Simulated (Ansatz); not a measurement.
C2H5BGaN, SMILES `N#CC[BH][GaH2]` at its PBE0-D4/def2-TZVP geometry, where that method's forces vanish. Total charge 0; spin multiplicity 1.

```xyz
10

N    -1.6975    1.9468   -0.1563
C    -1.0678    1.2468    0.5053
C    -0.2401    0.3219    1.2527
B     0.5960   -0.6769    0.3617
Ga    0.5216   -0.6624   -1.7188
H    -0.8606   -0.2605    1.9471
H     0.4533    0.8774    1.8987
H     1.2771   -1.4428    0.9856
H    -0.5046   -1.5536   -2.5087
H     1.5226    0.2032   -2.5673
```

Task: What forces (eV/Å) does ωB97M-V/def2-TZVPP give on these atoms in Ansatz? (Best estimate.)

Result: Computed: 
```
N1   0.134 -0.150  0.133
C2  -0.301  0.336 -0.291
C3   0.183 -0.198  0.285
B4   0.095 -0.112  0.055
Ga5 -0.007  0.005 -0.134
H6   0.052  0.052 -0.066
H7  -0.062 -0.046 -0.061
H8  -0.097  0.110 -0.083
H9   0.088  0.076  0.079
H10 -0.085 -0.074  0.083
```
